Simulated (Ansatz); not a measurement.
Input file for ClFHO2V (`[O]=[V]([OH])([F])[Cl]`):

```yaml
crystal:
  periodic: [false, false, false]
  atoms:
    - {symbol: O, position_ang: [-1.323307, 0.024256, 0.920108]}
    - {symbol: V, position_ang: [-0.293392, 0.061897, -0.231341]}
    - {symbol: O, position_ang: [1.224869, -0.528219, 0.375899]}
    - {symbol: F, position_ang: [-0.847335, -0.933518, -1.522204]}
    - {symbol: Cl, position_ang: [-0.076121, 2.094703, -0.883515]}
    - {symbol: H, position_ang: [1.357384, -0.783120, 1.294853]}
basis:
  gaussian: {orbitals: def2-SVP}
correlation: {method: ccsd_t}
```

```sh
$ ansatz run in.yaml --threads 4 --pin off --events-out ev --progress --plain --max-ram 10444MiB
```

Output of Ansatz, abridged:

```
Functional definition: HF
946 factors; integrals over basis functions are off by at most 8.5e-4 eV
mean field evaluation 1: about -44926.9031 eV, gradient 8.8e1 eV
mean field evaluation 2: about -44927.0245 eV, gradient 8.8e1 eV
mean field evaluation 4: about -44942.8182 eV, gradient 3.0e1 eV
mean field evaluation 8: about -44944.2848 eV, gradient 9.0e-1 eV
mean field evaluation 16: about -44944.3208 eV, gradient 1.9e-6 eV
mean field -44944.32076189 eV, -1651.6733236447 hartree, gradient 2.7e-6 eV, S^2 0.000000; 0 other end points of the search recorded, 0 dependent functions left out; unrestricted orbitals would lower it
13 core orbitals not correlated: weight in the atoms' cores, before any rotation towards them, 1.000 or more for the frozen orbitals, at most 0.000 for the correlated occupied ones
reference -44944.32076189 eV, -1651.6733236447 hartree; 20, 20 occupied and 63, 63 virtual orbitals, 946 factors
second order -33.09611818 eV of doubles, -0.00000000 eV of singles
cycle   1  -26.75034829 eV  change     6.3e0 eV  update   4.8e-1
cycle   2  -30.28029872 eV  change    -3.5e0 eV  update   5.5e-1
cycle   3  -30.63451132 eV  change   -3.5e-1 eV  update   6.9e-2
cycle   4  -30.65383713 eV  change   -1.9e-2 eV  update   3.9e-2
cycle   5  -30.62395664 eV  change    3.0e-2 eV  update   1.4e-2
cycle   6  -30.64433393 eV  change   -2.0e-2 eV  update   6.2e-3
cycle   7  -30.64174649 eV  change    2.6e-3 eV  update   3.4e-3
cycle   8  -30.63567356 eV  change    6.1e-3 eV  update   2.0e-3
cycle   9  -30.63513367 eV  change    5.4e-4 eV  update   6.5e-4
cycle  10  -30.63618341 eV  change   -1.0e-3 eV  update   3.9e-4
cycle  11  -30.63633285 eV  change   -1.5e-4 eV  update   2.1e-4
cycle  12  -30.63618765 eV  change    1.5e-4 eV  update   1.0e-4
cycle  13  -30.63617893 eV  change    8.7e-6 eV  update   6.1e-5
cycle  14  -30.63623009 eV  change   -5.1e-5 eV  update   2.0e-5
cycle  15  -30.63620622 eV  change    2.4e-5 eV  update   1.2e-5
perturbative correction -2.01053777 eV, -0.0738859002 hartree
Total energy: -44976.96750588 eV, -1652.8730693574 hartree
```

Run time 8 s (4 threads of an Arm Neoverse V1 on a shared host); peak host memory 0.41 GiB.

Correlation energy per correlated electron: -0.816 eV. T1 diagnostic: 0.0291.
